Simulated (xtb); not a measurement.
HO$_{3}$S (SMILES O=S(=O)=[OH+]), charge +1, singlet, geometry from GFN2-xTB, atoms displaced at random by about 0.1 Å a coordinate; GFN2-xTB (xtb 6.7.1).

Here is a job for xtb.
```
$ xtb mol.xyz --gfn 2 --chrg 1 --opt --input xcontrol --json

# file mol.xyz
5

O     -0.50197106     1.31658169    -0.64642613
S     -0.10466580     0.01749688     0.03620182
O     -0.88839771    -1.29998424     0.55761854
O      1.36866314    -0.05048053     0.03854931
H      2.10872632     0.75088771    -0.23749392

# file xcontrol
$opt
  engine=inertial
$end
```

What the program printed (banner, timings and long lists left out):

```
   ID    Z sym.   atoms
    1    8 O      1, 3, 4
    2   16 S      2
    3    1 H      5

           -------------------------------------------------
          |                Calculation Setup                |
           -------------------------------------------------

           -------------------------------------------------
          |                 G F N 2 - x T B                 |
           -------------------------------------------------

          ...................................................
          :                      SETUP                      :
          :.................................................:
          :  # basis functions                  23          :
          :  # atomic orbitals                  22          :
          :  # shells                           10          :
          :  # electrons                        24          :
          :  max. iterations                   250          :
          :  Hamiltonian                  GFN2-xTB          :
          :  restarted?                      false          :
          :  GBSA solvation                  false          :
          :  PC potential                    false          :
          :  electronic temp.          300.0000000     K    :
          :  accuracy                    1.0000000          :
          :  -> integral cutoff          0.2500000E+02      :
          :  -> integral neglect         0.1000000E-07      :
          :  -> SCF convergence          0.1000000E-05 Eh   :
          :  -> wf. convergence          0.1000000E-03 e    :
          :  Broyden damping             0.4000000          :
          :  net charge                          1          :
          :  unpaired electrons                  0          :
          ...................................................

 iter      E             dE          RMSdq      gap      omega  full diag
   1    -15.3061982 -0.153062E+02  0.124E+01    4.27       0.0  T
   2    -15.3600545 -0.538563E-01  0.581E+00    3.05       1.0  T
   3    -15.3651132 -0.505869E-02  0.210E+00    2.81       1.0  T
   4    -15.3671872 -0.207398E-02  0.119E+00    2.62       1.0  T
   5    -15.3682546 -0.106740E-02  0.825E-01    2.71       1.0  T
   6    -15.3692833 -0.102877E-02  0.280E-01    2.65       1.0  T
   7    -15.3693396 -0.562968E-04  0.520E-02    2.62       1.0  T
   8    -15.3693420 -0.237899E-05  0.169E-02    2.62       2.6  T
   9    -15.3693422 -0.227485E-06  0.556E-03    2.62       8.0  T
  10    -15.3693422 -0.900152E-08  0.251E-03    2.62      17.8  T
  11    -15.3693423 -0.124188E-07  0.102E-03    2.62      43.8  T
  12    -15.3693423 -0.108150E-08  0.364E-04    2.62     122.7  T
  13    -15.3693423 -0.569607E-10  0.181E-04    2.62     246.5  T

   *** convergence criteria satisfied after 13 iterations ***

         :::::::::::::::::::::::::::::::::::::::::::::::::::::
         ::                     SUMMARY                     ::
         :::::::::::::::::::::::::::::::::::::::::::::::::::::
         :: total energy             -15.333498328141 Eh    ::
         :: gradient norm              0.219005242855 Eh/a0 ::
         :: HOMO-LUMO gap              2.620945700159 eV    ::
         ::.................................................::
         :: SCC energy               -15.369342098806 Eh    ::
         :: -> isotropic ES            0.158555110380 Eh    ::
         :: -> anisotropic ES          0.011940962597 Eh    ::
         :: -> anisotropic XC          0.005521066091 Eh    ::
         :: -> dispersion             -0.002166674582 Eh    ::
         :: repulsion energy           0.035843770665 Eh    ::
         :: add. restraining           0.000000000000 Eh    ::
         :: total charge               1.000000000000 e     ::
         :::::::::::::::::::::::::::::::::::::::::::::::::::::

      -----------------------------------------------------------
     |              Fast Inertial Relaxation Engine              |
[...]
 * total energy  :   -15.4032735 Eh     change    :  -0.1638402E-04 Eh
 * total energy  :   -15.4032934 Eh     change    :  -0.1987945E-04 Eh
 * total energy  :   -15.4033174 Eh     change    :  -0.2401945E-04 Eh
 * total energy  :   -15.4033450 Eh     change    :  -0.2762123E-04 Eh
 * total energy  :   -15.4033741 Eh     change    :  -0.2901184E-04 Eh
 * total energy  :   -15.4034013 Eh     change    :  -0.2719800E-04 Eh
 * total energy  :   -15.4034276 Eh     change    :  -0.2636173E-04 Eh
 * total energy  :   -15.4034530 Eh     change    :  -0.2539299E-04 Eh
 * total energy  :   -15.4034736 Eh     change    :  -0.2063508E-04 Eh
 * total energy  :   -15.4034813 Eh     change    :  -0.7646094E-05 Eh
 * total energy  :   -15.4034822 Eh     change    :  -0.8660793E-06 Eh
 * total energy  :   -15.4034830 Eh     change    :  -0.8345736E-06 Eh
   *** GEOMETRY OPTIMIZATION CONVERGED AFTER 64 CYCLES ***
         :: total energy             -15.403482987199 Eh    ::
[...]
         1        2.0000           -1.1107416             -30.2248
         2        2.0000           -0.9993797             -27.1945
         3        2.0000           -0.9649919             -26.2588
         4        2.0000           -0.9254524             -25.1828
         5        2.0000           -0.8743789             -23.7931
         6        2.0000           -0.8413664             -22.8947
         7        2.0000           -0.8407003             -22.8766
         8        2.0000           -0.7975195             -21.7016
         9        2.0000           -0.7877310             -21.4353
        10        2.0000           -0.7656934             -20.8356
        11        2.0000           -0.7648781             -20.8134
        12        2.0000           -0.7489992             -20.3813 (HOMO)
        13                         -0.5861833             -15.9509 (LUMO)
        14                         -0.4808495             -13.0846
        15                         -0.2736991              -7.4477
        16                         -0.2067420              -5.6257
        17                         -0.1976430              -5.3781
        18                         -0.1090049              -2.9662
        19                         -0.0598346              -1.6282
        20                          0.2000891               5.4447
        21                          1.0559227              28.7331
        22                          1.1174502              30.4074
      -------------------------------------------------------------
                  HL-Gap            0.1628159 Eh            4.4304 eV
             Fermi-level           -0.6675913 Eh          -18.1661 eV

     #   Z          covCN         q      C6AA      α(0)
     1   8 O        0.860    -0.434    22.373     6.342
     2  16 S        2.581     1.847    85.519    15.564
     3   8 O        0.860    -0.401    21.692     6.244
     4   8 O        1.663    -0.453    21.910     6.319
     5   1 H        0.806     0.441     0.415     1.012

 Mol. C6AA /au·bohr⁶  :        566.522586
 Mol. C8AA /au·bohr⁸  :      16710.834637
 Mol. α(0) /au        :         35.481867

Wiberg/Mayer (AO) data.
largest (>0.10) Wiberg bond orders for each atom

 ---------------------------------------------------------------------------
     #   Z sym  total        # sym  WBO       # sym  WBO       # sym  WBO
 ---------------------------------------------------------------------------
     1   8 O    2.063 --     2 S    1.707     3 O    0.214     4 O    0.142
     2  16 S    4.652 --     3 O    1.751     1 O    1.707     4 O    1.185
     3   8 O    2.095 --     2 S    1.751     1 O    0.214     4 O    0.110
     4   8 O    2.210 --     2 S    1.185     5 H    0.774     1 O    0.142
                             3 O    0.110
     5   1 H    0.805 --     4 O    0.774
 ---------------------------------------------------------------------------

Topologies differ in total number of bonds
Writing topology from bond orders to xtbtopo.mol

molecular dipole:
                 x           y           z       tot (Debye)
 q only:        1.229       0.514      -0.186
   full:        1.435       0.597      -0.217       3.988
molecular quadrupole (traceless):
                xx          xy          yy          xz          yz          zz
 q only:        4.199       3.149      -3.992      -1.321       2.404      -0.207
  q+dip:        4.434       3.984      -4.534      -1.719       2.953       0.100
   full:        4.254       3.918      -4.866      -1.725       3.443       0.613

optimized geometry written to: xtbopt.xyz

           -------------------------------------------------
          | TOTAL ENERGY              -15.403482987199 Eh   |
          | GRADIENT NORM               0.000861280122 Eh/α |
          | HOMO-LUMO GAP               4.430445932718 eV   |
           -------------------------------------------------

normal termination of xtb
```
